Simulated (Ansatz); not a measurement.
**Match the barriers**

Saddle point of Si₂NH₇O, singlet (Si₂NH₇O ([NH2][SiH]([OH])[SiH3]) → Si₂H₄O ([O][SiH][SiH3]) + NH₃ (still joined by a long Si–N bond); bonds formed: N2–H4; bonds broken: O3–H4; bonds weakened to dative contacts: Si1–N2), PBE0-D4/def2-TZVP structure:

Si1  (-0.706, 0.373, -0.319)
N2  (0.690, 1.535, 0.149)
O3  (-0.490, 0.889, -1.801)
H4  (0.449, 1.603, -1.035)
H5  (-1.879, 0.844, 0.480)
Si6  (-0.137, -1.829, 0.264)
H7  (1.605, 1.167, 0.379)
H8  (0.494, 2.359, 0.703)
H9  (1.238, -2.143, -0.215)
H10  (-1.092, -2.790, -0.349)
H11  (-0.170, -2.010, 1.743)
(Å)

Computed with Ansatz 0.2.0 (basis: def2-TZVPP, with def2-QZVPP for the basis limit); correlated methods freeze the cores. B3LYP uses VWN-RPA correlation. Extrapolation: Hartree–Fock as exp(−7.88 √X), correlation as X^−2.97. Four methods, as single points on the PBE0-D4 structures, gave these electronic barriers from the start structure: 153.2, 169.2, 192.2, 227.2 kJ/mol.

(1) The methods were, in alphabetical order, B3LYP-D4, BHLYP-D4, BLYP-D4, HF. Which gave which? (A judgement: the text doesn't fix the answer.)

T1 diagnostic: at most 0.017.

Answers

(1) By the calculation: BLYP-D4 153.2; B3LYP-D4 169.2; BHLYP-D4 192.2; HF 227.2 kJ/mol. For comparison, CCSD(T) at an estimated basis limit (MP2 extrapolated from triple and quadruple zeta, plus CCSD(T) − MP2 in triple zeta) gives 173.4 kJ/mol.

Labels in which every atom is bracketed show which atoms are joined, not bond orders.

For scale, one of the runs: CCSD(T)/def2-TZVPP, 244 basis functions, launched by `ansatz run in.yaml --threads 4 --pin off --events-out ev --progress --plain --max-ram 9574MiB`. Hardware: 4 CPU threads of an Arm Neoverse V1, shared host. Wall time 100 s; peak host memory 4.6 GiB.
